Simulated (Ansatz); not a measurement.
Coupled-cluster diagnostics for Si₄⁻ (the lowest doublet isomer of a short search), Ansatz.

Geometry of the doublet (B3LYP-D4/def2-TZVPD):

```xyz
4

Si   -1.817    0.832    0.023
Si   -0.491   -1.071   -0.032
Si    0.491    1.071    0.031
Si    1.817   -0.832   -0.022
```

Correlated methods freeze 20 core orbitals. The structure comes from a short search, and lower isomers may exist.

Geometry of the charge -1 quartet (B3LYP-D4/def2-TZVPD):

```xyz
4

Si    1.3175    0.5766    1.0700
Si   -0.4422   -0.9134    0.9944
Si    0.1315    1.1499   -0.8240
Si   -1.0068   -0.8131   -1.2403
```

(1) Estimate the CCSD(T) correlation energy, the shares of MP2 and (T), T1 and the reference's ⟨S²⟩ for: charge -1, doublet, own geometry in def2-TZVPPD; charge -1, quartet, own geometry in def2-TZVPPD; charge 0, singlet, vertical in def2-TZVPPD; and the rough time on 4 threads of Arm Neoverse V1 on a shared host.

Results:

(1) 
```csv
state,basis,correlation (eV),MP2 share (%),(T) share (%),T1,⟨S²⟩ (pure),wall time,remarks
"charge -1, doublet, own geometry",def2-TZVPPD,-13.753,87.8,8.3,0.031,0.89 (0.75),5.4 min,spin-contaminated
"charge -1, quartet, own geometry",def2-TZVPPD,-13.682,86.7,8.9,0.050,3.96 (3.75),36 s,"large T1, spin-contaminated"
"charge 0, singlet, vertical",def2-TZVPPD,-13.358,88.6,8.3,0.019,0.00 (0.00),15 s,restricted SCF unstable
```
Customary marks for T1 are 0.02 (closed shells), 0.045 (open shells) and about 0.05 (3d metals). T1 exceeds 0.02 in 2 of 3 rows and 0.045 in 1; the higher it lies, the less the single-reference result can be trusted.
